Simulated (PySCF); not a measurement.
This script is equivalent to a calculation on K(3+) (potassium, charge +3).

```python
from pyscf import gto, scf, dft, mp, cc
import basis_set_exchange as bse
mol = gto.M(atom="K 0 0 0", charge=3, spin=2, symmetry="D2h",
            basis=gto.basis.parse(bse.get_basis("cc-pVTZ-X2C", elements=["K"], fmt="nwchem", header=False)),
            nucmod="G")
mf = dft.UKS(mol, xc="MN15").sfx2c1e()
mf.irrep_nelec = {'Ag': (3, 3), 'B1u': (2, 1), 'B2u': (2, 2), 'B3u': (2, 1)}
mf.kernel()
```

Q: What total energy does it give?

A: -599.251 hartree (calculated).

Q: Which occupied shell lies highest, and where?

A: 3p β, at -58.918 eV.

Q: What is ⟨S²⟩, and what would a pure spin state give?

A: 2.001, against 2.00.
